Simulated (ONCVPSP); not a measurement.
## V: ONCV pseudisation with PBE, fully relativistic reference atom.

Input for ONCVPSP 4.0.1:

```
# ATOM AND REFERENCE CONFIGURATION
# atsym  z   nc   nv     iexc    psfile
  V 23.00    3    5        4      upf
#
#   n    l    f
    1    0    2.00
    2    0    2.00
    2    1    6.00
    3    0    2.00
    3    1    6.00
    3    2    3.00
    4    0    1.50
    4    1    0.50
#
# PSEUDOPOTENTIAL AND OPTIMIZATION
# lmax
    2
#
#   l,   rc,      ep,       ncon, nbas, qcut
    0    1.50    0.00    4    8    6.40
    1    1.95    0.00    3    7    7.00
    2    2.30    0.00    5    9    5.60
#
# LOCAL POTENTIAL
# lloc, lpopt,  rc(5),   dvloc0
    4    3    1.10    0.00
#
# VANDERBILT-KLEINMAN-BYLANDER PROJECTORs
# l, nproj, debl
    0    2    0.70
    1    3    1.10
    2    2    3.70
#
# MODEL CORE CHARGE
# icmod, fcfact, rcfact
    2    0.40    0.70
#
# LOG DERIVATIVE ANALYSIS
# epsh1, epsh2, depsh
   -4.00    5.00    0.02
#
# OUTPUT GRID
# rlmax, drl
    6.00    0.01
#
# TEST CONFIGURATIONS
# ncnf
    4
# nvcnf
#   n    l    f
    5
    3    0    2.00
    3    1    6.00
    3    2    3.00
    4    0    2.00
    4    1    0.00
#
    5
    3    0    2.00
    3    1    6.00
    3    2    3.00
    4    0    1.00
    4    1    0.00
#
    5
    3    0    2.00
    3    1    6.00
    3    2    3.00
    4    0    0.00
    4    1    0.00
#
    5
    3    0    2.00
    3    1    5.00
    3    2    3.00
    4    0    2.00
    4    1    0.00
#
```

Command:

```bash
oncvpspr.x < V.dat > V.out
```

Output (shortened: citation, most of the input echo, consistency checks and plot data are left out):

```
ONCVPSP  (Optimized Norm-Conservinng Vanderbilt PSeudopotential)
relativistic version 4.0.1

#   n    l    f        energy (Ha)
    1    0    2.00    -1.9714001D+02
    2    0    2.00    -2.2167278D+01
    2    1    6.00    -1.8424951D+01    -1.8685855D+01
    3    0    2.00    -2.6075760D+00
    3    1    6.00    -1.6350238D+00    -1.6655783D+00
    3    2    3.00    -2.1422524D-01    -2.1665967D-01
    4    0    1.50    -1.8888828D-01
    4    1    0.50    -6.5420992D-02    -6.6639964D-02

Reference configufation results
  iterations    28
  all-electron total energy (Ha)   -9.48956050D+02

Begin loop to  construct optimized pseudo wave functions
and semi-local pseudopoentials for all angular momenta

Calculating optimized projector #   1

 for l=   0

    Fraction of norm inside rc  0.926490
    Optimizing pswf for qcut=   6.41 a_B^-1,  ecut=  20.51 Ha
    Residual kinetic energy error=  1.48D-04 Ha

    Energy error per electron        Cutoff
         Ha          eV             Ha
         0.01000     0.27211        6.64
         0.00100     0.02721       16.12
         0.00010     0.00272       26.31
         0.00001     0.00027       76.58

Calculating optimized projector #   2

 for l=   0

    Fraction of norm inside rc  0.040367
    Optimizing pswf for qcut=   6.41 a_B^-1,  ecut=  20.51 Ha
    Residual kinetic energy error=  7.96D-05 Ha

    Energy error per electron        Cutoff
         Ha          eV             Ha
         0.01000     0.27211        4.91
         0.00100     0.02721       13.49
         0.00010     0.00272       19.98
         0.00001     0.00027       53.57

   Wellstate for l =  1  n =  5 kap= -2
     eigenvalue =   1.0346
     asymptotic potential =   1.5346
     half-point radius =  4.2799

Calculating optimized projector #   1

 for l=   1

    Fraction of norm inside rc  0.969863
    Optimizing pswf for qcut=   7.00 a_B^-1,  ecut=  24.49 Ha
    Residual kinetic energy error=  1.06D-06 Ha

    Energy error per electron        Cutoff
         Ha          eV             Ha
         0.01000     0.27211       13.92
         0.00100     0.02721       17.40
         0.00010     0.00272       20.11
         0.00001     0.00027       22.36

Calculating optimized projector #   2

 for l=   1

    Fraction of norm inside rc  0.035630
    Optimizing pswf for qcut=   7.00 a_B^-1,  ecut=  24.49 Ha
    Residual kinetic energy error=  3.06D-07 Ha

    Energy error per electron        Cutoff
         Ha          eV             Ha
         0.01000     0.27211        9.28
         0.00100     0.02721       13.98
         0.00010     0.00272       17.89
         0.00001     0.00027       20.87

Calculating optimized projector #   3

 for l=   1

    Fraction of norm inside rc  0.152360
    Optimizing pswf for qcut=   7.00 a_B^-1,  ecut=  24.49 Ha
    Residual kinetic energy error=  3.13D-06 Ha

    Energy error per electron        Cutoff
         Ha          eV             Ha
         0.01000     0.27211       13.04
         0.00100     0.02721       17.28
         0.00010     0.00272       20.65
         0.00001     0.00027       23.20

   Wellstate for l =  1  n =  5 kap=  1
     eigenvalue =   1.0334

Calculating optimized projector #   1

 for l=   1

    Fraction of norm inside rc  0.971437
    Optimizing pswf for qcut=   7.00 a_B^-1,  ecut=  24.49 Ha
    Residual kinetic energy error=  1.14D-06 Ha

    Energy error per electron        Cutoff
         Ha          eV             Ha
         0.01000     0.27211       14.01
         0.00100     0.02721       17.49
         0.00010     0.00272       20.18
         0.00001     0.00027       22.42

Calculating optimized projector #   2

 for l=   1

    Fraction of norm inside rc  0.036890
    Optimizing pswf for qcut=   7.00 a_B^-1,  ecut=  24.49 Ha
    Residual kinetic energy error=  3.47D-07 Ha

    Energy error per electron        Cutoff
         Ha          eV             Ha
         0.01000     0.27211        9.42
         0.00100     0.02721       14.13
         0.00010     0.00272       18.10
         0.00001     0.00027       21.00

Calculating optimized projector #   3

 for l=   1

    Fraction of norm inside rc  0.154495
    Optimizing pswf for qcut=   7.00 a_B^-1,  ecut=  24.49 Ha
    Residual kinetic energy error=  3.49D-06 Ha

    Energy error per electron        Cutoff
         Ha          eV             Ha
         0.01000     0.27211       13.16
         0.00100     0.02721       17.42
         0.00010     0.00272       20.77
         0.00001     0.00027       23.31

   Wellstate for l =  2  n =  6 kap= -3
     eigenvalue =   3.4858
     asymptotic potential =   3.9858
     half-point radius =  3.8058

Calculating optimized projector #   1

 for l=   2

    Fraction of norm inside rc  0.864145
    Optimizing pswf for qcut=   5.59 a_B^-1,  ecut=  15.63 Ha
    Residual kinetic energy error=  2.17D-03 Ha

    Energy error per electron        Cutoff
         Ha          eV             Ha
         0.01000     0.27211       13.56
         0.00100     0.02721       22.55
         0.00010     0.00272       53.42
         0.00001     0.00027       60.15

Calculating optimized projector #   2

 for l=   2

    Fraction of norm inside rc  0.194412
    Optimizing pswf for qcut=   5.59 a_B^-1,  ecut=  15.63 Ha
    Residual kinetic energy error=  6.54D-02 Ha

    Energy error per electron        Cutoff
         Ha          eV             Ha
         0.01000     0.27211       39.12
         0.00100     0.02721       68.17
         0.00010     0.00272       75.32
         0.00001     0.00027       87.25

   Wellstate for l =  2  n =  6 kap=  2
     eigenvalue =   3.4833

Calculating optimized projector #   1

 for l=   2

    Fraction of norm inside rc  0.865935
    Optimizing pswf for qcut=   5.59 a_B^-1,  ecut=  15.63 Ha
    Residual kinetic energy error=  2.20D-03 Ha

    Energy error per electron        Cutoff
         Ha          eV             Ha
         0.01000     0.27211       13.57
         0.00100     0.02721       22.66
         0.00010     0.00272       53.46
         0.00001     0.00027       60.17

Calculating optimized projector #   2

 for l=   2

    Fraction of norm inside rc  0.194562
    Optimizing pswf for qcut=   5.59 a_B^-1,  ecut=  15.63 Ha
    Residual kinetic energy error=  6.58D-02 Ha

    Energy error per electron        Cutoff
         Ha          eV             Ha
         0.01000     0.27211       39.26
         0.00100     0.02721       68.19
         0.00010     0.00272       75.34
         0.00001     0.00027       87.33

Construct Vanderbilt / Kleinmman-Bylander projectors

B matrix Hermiticity error, ll=  0  kap= -1
   1   2    1.7407D-04

  Orthonormal projector coefficients  6.7744E+00  1.5980E+00

B matrix Hermiticity error, ll=  1  kap= -2
   1   2    6.7489D-05
   1   3   -2.0684D-04
   2   3    2.1907D-05

  Orthonormal projector coefficients  1.7857E+00 -4.8812E-01 -3.1188E-01

B matrix Hermiticity error, ll=  1  kap=  1
   1   2    6.9671D-05
   1   3   -2.1041D-04
   2   3    2.2163D-05

  Orthonormal projector coefficients  1.7500E+00 -4.9909E-01 -3.3044E-01

B matrix Hermiticity error, ll=  2  kap= -3
   1   2    1.2999D-04

  Orthonormal projector coefficients -5.0407E+00 -1.9691E+00

B matrix Hermiticity error, ll=  2  kap=  2
   1   2    1.3093D-04

  Orthonormal projector coefficients -5.0491E+00 -1.9729E+00

 Orthonormal scalar projector coefficients, l =  1
  1.7734E+00 -4.9113E-01 -3.1833E-01 -6.6825E-05  6.5866E-05 -3.5537E-07

 Orthonormal spin-orbit projector coefficients, l =  1
  5.0748E-02 -3.5648E-02  2.4204E-02  4.9158E-03 -7.2813E-04 -2.2137E-05

 Orthonormal scalar projector coefficients, l =  2
 -5.0441E+00 -1.9706E+00 -2.6457E-06 -2.3358E-08

 Orthonormal spin-orbit projector coefficients, l =  2
  4.7565E-03  2.2768E-03 -2.1107E-03 -1.1943E-05

Model core correction analysis
  based on d2Exc/dn_idn_j

d2excae - all-electron derivatives

   -3.196196D-02   -2.932769D-02   -1.988595D-02   -1.773797D-03
   -7.816356D-04
   -2.932783D-02   -2.792996D-02   -1.983225D-02   -2.201826D-03
   -8.769635D-04
   -1.988615D-02   -1.983235D-02   -1.853101D-02   -7.497876D-03
   -3.605315D-03
   -1.773642D-03   -2.201529D-03   -7.496589D-03   -2.605662D-02
   -2.070297D-02
   -7.816186D-04   -8.768877D-04   -3.603830D-03   -2.069908D-02
   -2.439605D-02

d2excps - pseudofunction derivatives with no core correction

   -5.180327D-02   -4.013080D-02   -2.147570D-02   -3.242354D-03
   -1.226609D-03
   -4.013142D-02   -3.829814D-02   -2.486059D-02   -2.877185D-03
   -1.199014D-03
   -2.147540D-02   -2.486037D-02   -2.750041D-02   -8.553941D-03
   -4.026544D-03
   -3.243071D-03   -2.876583D-03   -8.551659D-03   -3.055861D-02
   -2.426254D-02
   -1.226629D-03   -1.198863D-03   -4.023765D-03   -2.425753D-02
   -2.849676D-02

rms 2nd derivative error    6.136775E-03

amplitude prefactor, scale prefactor
   12.1621    1.1582

d2excps - pseudofunction derivatives with core correction

   -4.038321D-02   -3.741486D-02   -2.145107D-02   -2.324882D-03
   -1.087446D-03
   -3.741491D-02   -3.758723D-02   -2.510456D-02   -2.640706D-03
   -1.150189D-03
   -2.145088D-02   -2.510438D-02   -2.771167D-02   -8.533364D-03
   -4.028634D-03
   -2.324533D-03   -2.640080D-03   -8.531084D-03   -3.048638D-02
   -2.425133D-02
   -1.087417D-03   -1.150035D-03   -4.025856D-03   -2.424632D-02
   -2.849413D-02

rms 2nd derivative error    4.495229E-03

Pseudoatom total energy  -69.477321

Diagnostic tests using Vanderbilt-Kleinman-Bylander pseudopotentials
  relativistic with J = L +/- 1/2 projectors

   l  kap   rcore       rmatch      e in        delta e    norm test   slope test

   0  -1   1.5041123   1.5497804  -2.6075760   0.0000012   1.0001287   1.0001236
   0  -1   1.5041123   1.5497804  -0.1888883   0.0000034   1.0000366   1.0000307

   1  -2   1.9570026   2.0164214  -1.6350238  -0.0000058   1.0000927   1.0000868
   1   1   1.9570026   2.0164214  -1.6655783  -0.0000054   1.0000954   1.0000852
   1  -2   1.9570026   2.0164214  -0.0654210   0.0000003   1.0000113   1.0000147
   1   1   1.9570026   2.0164214  -0.0666400   0.0000020   1.0000257   1.0000301
   1  -2   1.9570026   2.0164214   1.0345790   0.0000013   1.0001250   1.0001250
   1   1   1.9570026   2.0164214   1.0303146   0.0000016   1.0001245   1.0001245

   2  -3   2.3000479   2.3698823  -0.2142252  -0.0000007   1.0000353   1.0000452
   2   2   2.3000479   2.3698823  -0.2166597   0.0000001   1.0000396   1.0000365
   2  -3   2.3000479   2.3698823   3.4857748   0.0000090   1.0000475   1.0000475
   2   2   2.3000479   2.3698823   3.4846814   0.0000093   1.0000472   1.0000472

Diagnostic tests using Vanderbilt-Kleinman-Bylander pseudopotentials
  relativistic with scalar and spin-orbit non-local projectors

   l  kap   rcore       rmatch      e in        delta e    norm test   slope test

   0  -1   1.5041123   1.5497804  -2.6075760   0.0000012   1.0001287   1.0001236
   0  -1   1.5041123   1.5497804  -0.1888883   0.0000034   1.0000366   1.0000307

   1  -2   1.9570026   2.0164214  -1.6350238   0.0000048   1.0001002   1.0000985
   1   1   1.9570026   2.0164214  -1.6655783   0.0000017   1.0000967   1.0000893
   1  -2   1.9570026   2.0164214  -0.0654210   0.0000002   1.0000091   1.0000150
   1   1   1.9570026   2.0164214  -0.0666400   0.0000016   1.0000171   1.0000315
   1  -2   1.9570026   2.0164214   1.0345790   0.0000026   1.0001235   1.0001235
   1   1   1.9570026   2.0164214   1.0303146  -0.0000088   1.0001234   1.0001234

   2  -3   2.3000479   2.3698823  -0.2142252  -0.0000003   1.0000347   1.0000456
   2   2   2.3000479   2.3698823  -0.2166597   0.0000005   1.0000389   1.0000369
   2  -3   2.3000479   2.3698823   3.4857748   0.0000095   1.0000475   1.0000475
   2   2   2.3000479   2.3698823   3.4846814   0.0000098   1.0000472   1.0000472

Ghost test for J = L + 1/2

 Testing for bound ghosts
   n   l    E NL Schr. Eq   E Basis Diag.   E Cutoff

   1   0       -2.607575       -2.607572    116.62
   2   0       -0.188885       -0.076538    116.62

   2   1       -1.635030       -1.635023     79.59
   3   1       -0.065421        0.005139     79.59

   3   2       -0.214226       -0.213907     83.87

 Testing for highly-localized positive-energy ghosts
       l    <radius>/rc     E Basis Diag.   E Cutoff

Ghost test for J = L - 1/2

 Testing for bound ghosts
   n   l    E NL Schr. Eq   E Basis Diag.   E Cutoff

   1   0       -2.607575       -2.607572    116.62
   2   0       -0.188885       -0.076538    116.62

   2   1       -1.665584       -1.665578     79.59
   3   1       -0.066638        0.002439     79.59

   3   2       -0.216660       -0.216352     83.87

 Testing for highly-localized positive-energy ghosts
       l    <radius>/rc     E Basis Diag.   E Cutoff

Test configuration 0

   n   l kap    f        eae           eps        diff
   1   0  -1  2.0000 -197.14000829
   2   0  -1  2.0000  -22.16727827
   2   1  -2  4.0000  -18.42495123
   2   1   1  2.0000  -18.68585479
   3   0  -1  2.0000   -2.60757595   -2.60757476    1.19E-06
   3   1  -2  4.0000   -1.63502383   -1.63502958   -5.75E-06
   3   1   1  2.0000   -1.66557826   -1.66558367   -5.42E-06
   3   2  -3  1.8000   -0.21422524   -0.21422596   -7.17E-07
   3   2   2  1.2000   -0.21665967   -0.21665954    1.27E-07
   4   0  -1  1.5000   -0.18888828   -0.18888487    3.40E-06
   4   1  -2  0.3333   -0.06542099   -0.06542066    3.36E-07
   4   1   1  0.1667   -0.06663996   -0.06663793    2.04E-06

    Total energies and differences
      AE_ref= -9.48956050E+02  AE_tst= -9.48956050E+02  dif=  0.00E+00
      PS_ref= -6.94773206E+01  PS_tst= -6.94773206E+01  dif= -6.25E-13
      PSP excitation error=  6.25E-13

Test configuration 1

   n   l kap    f        eae           eps        diff
   1   0  -1  2.0000 -197.11273024
   2   0  -1  2.0000  -22.14138024
   2   1  -2  4.0000  -18.39897747
   2   1   1  2.0000  -18.65987380
   3   0  -1  2.0000   -2.58063686   -2.57983531    8.02E-04
   3   1  -2  4.0000   -1.60804229   -1.60757282    4.69E-04
   3   1   1  2.0000   -1.63860651   -1.63811906    4.87E-04
   3   2  -3  1.8000   -0.18886007   -0.18851393    3.46E-04
   3   2   2  1.2000   -0.19127198   -0.19092094    3.51E-04
   4   0  -1  2.0000   -0.17278798   -0.17279449   -6.51E-06
   4   1  -2  0.0000   -0.05268275   -0.05268275    0.00E+00
   4   1   1  0.0000   -0.05382195   -0.05382195    0.00E+00

    Total energies and differences
      AE_ref= -9.48956050E+02  AE_tst= -9.49016725E+02  dif= -6.07E-02
      PS_ref= -6.94773206E+01  PS_tst= -6.95379895E+01  dif= -6.07E-02
      PSP excitation error= -6.47E-06

Test configuration 2

   n   l kap    f        eae           eps        diff
   1   0  -1  2.0000 -197.39548257
   2   0  -1  2.0000  -22.41796331
   2   1  -2  4.0000  -18.67607336
   2   1   1  2.0000  -18.93701012
   3   0  -1  2.0000   -2.85990471   -2.86179695   -1.89E-03
   3   1  -2  4.0000   -1.88769359   -1.88899384   -1.30E-03
   3   1   1  2.0000   -1.91820875   -1.91954407   -1.34E-03
   3   2  -3  1.8000   -0.46326841   -0.46441833   -1.15E-03
   3   2   2  1.2000   -0.46576499   -0.46692335   -1.16E-03
   4   0  -1  1.0000   -0.40055937   -0.40055424    5.13E-06
   4   1  -2  0.0000   -0.25048953   -0.25048953    0.00E+00
   4   1   1  0.0000   -0.25248193   -0.25248193    0.00E+00

    Total energies and differences
      AE_ref= -9.48956050E+02  AE_tst= -9.48732467E+02  dif=  2.24E-01
      PS_ref= -6.94773206E+01  PS_tst= -6.92537598E+01  dif=  2.24E-01
      PSP excitation error=  2.18E-05

Test configuration 3

   n   l kap    f        eae           eps        diff
   1   0  -1  2.0000 -197.73155572
   2   0  -1  2.0000  -22.74538141
   2   1  -2  4.0000  -19.00419992
   2   1   1  2.0000  -19.26519460
   3   0  -1  2.0000   -3.18850359   -3.19532076   -6.82E-03
   3   1  -2  4.0000   -2.21594836   -2.22068010   -4.73E-03
   3   1   1  2.0000   -2.24647934   -2.25131381   -4.83E-03
   3   2  -3  1.8000   -0.78233875   -0.78604823   -3.71E-03
   3   2   2  1.2000   -0.78494671   -0.78867720   -3.73E-03
   4   0  -1  0.0000   -0.65404334   -0.65404334    0.00E+00
   4   1  -2  0.0000   -0.47537105   -0.47537105    0.00E+00
   4   1   1  0.0000   -0.47829951   -0.47829951    0.00E+00

    Total energies and differences
      AE_ref= -9.48956050E+02  AE_tst= -9.48207109E+02  dif=  7.49E-01
      PS_ref= -6.94773206E+01  PS_tst= -6.87281326E+01  dif=  7.49E-01
      PSP excitation error= -2.47E-04

Test configuration 4

   n   l kap    f        eae           eps        diff
   1   0  -1  2.0000 -197.79874116
   2   0  -1  2.0000  -22.76085183
   2   1  -2  4.0000  -19.02585013
   2   1   1  2.0000  -19.28730175
   3   0  -1  2.0000   -3.11994944   -3.14312091   -2.32E-02
   3   1  -2  3.3333   -2.13670556   -2.14876492   -1.21E-02
   3   1   1  1.6667   -2.16858477   -2.18052438   -1.19E-02
   3   2  -3  1.8000   -0.67273224   -0.65969452    1.30E-02
   3   2   2  1.2000   -0.67572694   -0.66257261    1.32E-02
   4   0  -1  2.0000   -0.46542949   -0.46700530   -1.58E-03
   4   1  -2  0.0000   -0.29459186   -0.29459186    0.00E+00
   4   1   1  0.0000   -0.29715409   -0.29715409    0.00E+00

    Total energies and differences
      AE_ref= -9.48956050E+02  AE_tst= -9.47144307E+02  dif=  1.81E+00
      PS_ref= -6.94773206E+01  PS_tst= -6.76593104E+01  dif=  1.82E+00
      PSP excitation error= -6.27E-03
```

The run took about 7.3 s on one core of a shared server CPU.
